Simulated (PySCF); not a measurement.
# How methods differ on the excitation energy of C²⁺

C²⁺ [He] 2s2 (1S) → C²⁺ [He] 2s1 3d1 (3D), as a difference of total energies. Calculation: PySCF 2.14, in aug-cc-pwCVQZ (9s8p6d4f2g, 109 functions); no relativity, point nucleus. Correlated levels: valence: 1s2 frozen; valence and next inner shell: nothing frozen. The calculations carry no spin-orbit coupling.

| method | excitation energy (eV) |
| --- | --- |
| UHF | 31.687 |
| LDA | 31.769 |
| PBE | 31.675 |
| PBE0 | 31.908 |
| r2SCAN | 31.687 |
| CAM-B3LYP | 32.306 |
| TPSSh | 31.954 |
| r2SCAN0 | 31.910 |
| MP2 (valence) | 32.798 |
| SCS-MP2 (valence) | 33.145 |
| MP2 (valence and next inner shell) | 32.869 |
| SCS-MP2 (valence and next inner shell) | 33.208 |

Question: How much does correlation contribute at MP2 (valence and next inner shell)?

Answer: 32.869 − (31.687) = 1.182 eV, measured against UHF.

The promoted electron is Rydberg-like, and one or two diffuse shells describe it only roughly, which tends to raise the upper state.
